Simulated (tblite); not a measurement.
C₃H₇F₃P₂.
Structure used (GFN2-xTB), in Å, numbered top down from 1:
```xyz
15
C3H7F3P2 angstrom
C     -1.0616    1.4011    0.3862
P     -0.2641    0.3211   -0.8712
C      1.0682   -0.4493    0.1648
P      2.4032    0.8467    0.3680
C     -1.4770   -1.1203   -0.6878
F     -2.6810   -0.8075   -1.1842
F     -1.0427   -2.2033   -1.3483
F     -1.6783   -1.5087    0.5850
H     -1.2568    0.8607    1.3127
H     -0.3919    2.2371    0.5834
H     -1.9950    1.7884   -0.0219
H      0.6826   -0.7340    1.1491
H      1.4620   -1.3322   -0.3454
H      3.3676   -0.0452    0.8331
H      2.8603    0.7533   -0.9454
```

All values are computed: GFN2-xTB (tblite) harmonic vibrations without scaling, gas phase. Against measured fundamentals such values can be off by several per cent, at times by over 20. Modes of hydrogen on phosphorus can be 10 to 20 % off. One conformer, not necessarily the lowest.

Harmonic wavenumbers (cm⁻¹): 45.9, 56.6, 94.3, 145.9, 155.6, 172.5, 191.4, 244.9, 274.3, 313.8, 416.4, 471.0, 473.3, 663.9, 664.5, 687.9, 744.4, 748.6, 851.0, 873.9, 888.9, 924.3, 1032.0, 1051.6, 1057.4, 1087.4, 1124.1, 1130.8, 1319.4, 1382.0, 1420.7, 1431.6, 2278.4, 2339.7, 2921.2, 2940.3, 2986.9, 3005.9, 3009.8.

A = 2635, B = 796.6, C = 724.2 MHz; mass 161.998 u (most abundant isotopes); point group C1, symmetry number 1.

Question: What is the zero-point energy?

Answer: ½Σν̃ = 20811 cm⁻¹ = 248.96 kJ/mol.

Question: What is S at 350 K and 1 bar for an ideal gas of classical rigid rotors and harmonic oscillators?

Answer: Translation 175.64, rotation 126.42, vibration 159.24: S = 461.3 J/(mol K).

Question: And Cp and H(350 K) − H(0)?

Answer: Cp = 180.83 J/(mol K), of which vibrations give 147.58 (their classical limit is 39 R = 324.3); H(350 K) − H(0) = 39.85 kJ/mol without the zero-point energy, 28.21 from vibrations.

Question: How do the functions run with temperature in this model?

Answer: 
| T (K) | S (J/(mol K)) | Cp (J/(mol K)) | H − H(0) (kJ/mol) | G − H(0) (kJ/mol) | ln q(vib) |
| --- | --- | --- | --- | --- | --- |
| 50 | 253.1 | 59.2 | 2.18 | -10.47 | 0.64 |
| 100 | 303.1 | 86.9 | 5.87 | -24.44 | 2.07 |
| 298.15 | 433.7 | 163.4 | 30.91 | -98.40 | 8.01 |
| 373.15 | 473.1 | 188.0 | 44.12 | -132.43 | 10.10 |
| 500 | 533.0 | 221.2 | 70.18 | -196.32 | 13.47 |
| 750 | 631.5 | 263.9 | 131.28 | -342.36 | 19.52 |
| 1000 | 711.3 | 290.3 | 200.79 | -510.53 | 24.87 |

q(vib) and H(0) count from the zero-point level.

Question: Which modes carry the vibrational entropy at 350 K?

Answer: 45.9 cm⁻¹: 22.19; 56.6 cm⁻¹: 20.46; 94.3 cm⁻¹: 16.25; 145.9 cm⁻¹: 12.69; 155.6 cm⁻¹: 12.17; 172.5 cm⁻¹: 11.34 J/(mol K); the other 33 give 64.15 together.

Question: Blend soft modes into free rotors: weight 1/[1 + (100 cm⁻¹/ν̃)⁴] for the oscillator and the rest for a rotor with moment μB/(μ + B), μ = h/(8π²ν), B = 10⁻⁴⁴ kg m². What vibrational entropy results?

Answer: 145.71 J/(mol K) in place of 159.24, which changes −T·S at 350 K by +4.74 kJ/mol.

Hindered rotation and anharmonicity are outside this model. Other conformers, if any are populated, would add a mixing term that is left out. The structure is chiral; the term R ln 2 for an equal mix with its mirror image is left out.
